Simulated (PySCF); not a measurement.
Bi(F)2(Me) (CH3BiF2), SMILES [CH3][Bi]([F])[F].

Geometry: B3LYP-D3(BJ)/def2-SVP. The def2 effective core potentials stand for the cores of Bi; spin–orbit coupling is left out.

All values below come from B3LYP-D3(BJ)/def2-SVP in PySCF 2.14.0.

Frequencies are harmonic and unscaled.

```tsv
mode	ν (cm⁻¹)	IR (km/mol)	Raman (Å⁴/amu)	depolarisation	moving atoms (share of kinetic energy)
1	71	0.1	0.0	–	H 98 %
2	149	0.2	3.1	0.75	F 47 %, C 32 %, H 18 %
3	159	9.0	2.2	0.75	F 66 %, C 18 %, H 10 %
4	176	10.2	1.7	0.75	F 75 %, Bi 12 %
5	467	25.4	35.4	0.31	C 74 %, H 18 %
6	567	65.0	5.7	0.75	F 91 %, Bi 9 %
7	576	47.5	8.8	0.05	F 92 %
8	709	7.2	1.6	0.75	H 83 %, C 15 %
9	717	9.6	2.8	0.75	H 83 %, C 16 %
10	1163	0.3	25.5	0.33	H 82 %, C 18 %
11	1415	7.3	14.2	0.75	H 95 %
12	1432	7.5	14.4	0.73	H 95 %
13	3040	4.0	129.0	0.01	H 98 %
14	3163	4.3	85.9	0.75	H 90 %, C 10 %
15	3170	0.4	68.3	0.75	H 90 %, C 10 %
```
